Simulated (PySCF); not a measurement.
C₃H₇BFN, SMILES C=C(F)B(C)N.

Geometry: ωB97X-D3(BJ)/def2-SVP. The structure was generated by enumeration, and PubChem lists no compound with its InChIKey, so it may never have been made. Other conformers were not sampled.

Computed with TDDFT-PBE/def2-SVPD in PySCF.

Vertical excitations. The molecule is in vacuum.

Computed UV-visible absorptions:
```json
[
 {"state": "S1", "energy (eV)": "5.54", "λ (nm)": "224", "f": "0.162", "main pairs": "HOMO→LUMO 89 %"},
 {"state": "S2", "energy (eV)": "5.73", "λ (nm)": "216", "f": "0.004", "main pairs": "HOMO→LUMO+1 100 %"},
 {"state": "S3", "energy (eV)": "5.93", "λ (nm)": "209", "f": "0.001", "main pairs": "HOMO−2→LUMO 88 %"},
 {"state": "S4", "energy (eV)": "6.22", "λ (nm)": "199", "f": "0.053", "main pairs": "HOMO−1→LUMO 78 %"},
 {"state": "S5", "energy (eV)": "6.86", "λ (nm)": "181", "f": "0.009", "main pairs": "HOMO→LUMO+3 93 %"},
 {"state": "S6", "energy (eV)": "6.92", "λ (nm)": "179", "f": "0.021", "main pairs": "HOMO→LUMO+2 58 %, HOMO→LUMO+4 19 %, HOMO−1→LUMO+1 11 %"},
 {"state": "S7", "energy (eV)": "6.96", "λ (nm)": "178", "f": "0.006", "main pairs": "HOMO−3→LUMO 60 %, HOMO−1→LUMO+1 39 %"},
 {"state": "S8", "energy (eV)": "6.98", "λ (nm)": "178", "f": "0.015", "main pairs": "HOMO−2→LUMO+1 63 %, HOMO−1→LUMO+1 19 %, HOMO−3→LUMO 13 %"},
 {"state": "S9", "energy (eV)": "7.01", "λ (nm)": "177", "f": "0.027", "main pairs": "HOMO−2→LUMO+1 36 %, HOMO−1→LUMO+1 29 %, HOMO−3→LUMO 22 %, HOMO→LUMO+2 6 %"},
 {"state": "S10", "energy (eV)": "7.47", "λ (nm)": "166", "f": "0.000", "main pairs": "HOMO−4→LUMO 98 %"},
 {"state": "T1", "energy (eV)": "3.81", "λ (nm)": "325", "f": "0", "main pairs": "HOMO→LUMO 97 %"},
 {"state": "T2", "energy (eV)": "5.28", "λ (nm)": "235", "f": "0", "main pairs": "HOMO−1→LUMO 91 %"},
 {"state": "T3", "energy (eV)": "5.46", "λ (nm)": "227", "f": "0", "main pairs": "HOMO−2→LUMO 94 %"},
 {"state": "T4", "energy (eV)": "5.67", "λ (nm)": "219", "f": "0", "main pairs": "HOMO→LUMO+1 100 %"}
]
```
Triplets are in the Tamm–Dancoff approximation, which puts them higher than full response would, so one can lie above its singlet here.
